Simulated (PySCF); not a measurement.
H₂W, SMILES [WH2] (connectivity only; charge and spin as stated), neutral, multiplicity 5. Atoms are numbered in the order given.

```xyz
3

W      0.0000     0.0000    -0.0252
H      0.0000     1.4229     0.9342
H      0.0000    -1.4229     0.9342
```
Charge 0, spin multiplicity 5.

Geometry optimised at PBE-D3(BJ)/def2-TZVPD. The spin state was assumed, not searched. The def2 effective core potentials stand for the cores of W; spin–orbit coupling is left out.

Calculation: ωB97X/def2-TZVPD run with PySCF.

```json
{
  "total_energy": "-68.13871 hartree",
  "point_group": "C2v",
  "α spin, highest occupied and lowest empty level": "-8.14 and 0.13 eV",
  "β spin, highest occupied and lowest empty level": "-10.54 and -1.20 eV",
  "dipole_moment": "2.47 D",
  "quadrupole, principal values (traceless, Buckingham form, about the centre of nuclear charge)": "-2.15, 0.78, 1.37 D·Å",
  "mean_static_polarisability": "58.0 bohr³ (8.59 Å³)",
  "polarisability_principal_values": "53.3, 59.9, 60.8 bohr³",
  "⟨S²⟩": "6.013 (pure state 6.00)"
}
```
